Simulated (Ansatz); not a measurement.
Spectroscopic constants of LiMg, multiplicity 2 (lowest of 2S+1 = 2, 4 at CCSD(T)/def2-TZVPP on PBE0 minima; our sources give no spin for the ground state, which may be another).

D_e counts from the fitted minimum to each atom's lowest state at the same level, without counterpoise.

Correlated levels freeze the inner cores; with def2 sets outer-core shells near the valence are correlated too.

The values were computed with Ansatz (a quantum-chemistry and plane-wave program) with Gaussian orbitals. Each number belongs to the level named beside it.

```tsv
level	bond energy D_e (kJ/mol)
SVWN5/def2-TZVPP	34.4
PBE0/def2-TZVPP	25.7
BHLYP/def2-TZVPP	13.6
CAM-B3LYP/def2-TZVPP	13.8
wB97M-V/def2-TZVPP	12.5
B2PLYP/def2-TZVPP	12.8
CCSD/def2-QZVPP	…
CCSD(T)/def2-TZVPP	12.8
CCSD(T)/def2-QZVPP	…
```

Task: Fill in the missing entries.

Result: 
- CCSD/def2-QZVPP, bond energy D_e (kJ/mol): 15.4
- CCSD(T)/def2-QZVPP, bond energy D_e (kJ/mol): 17.7
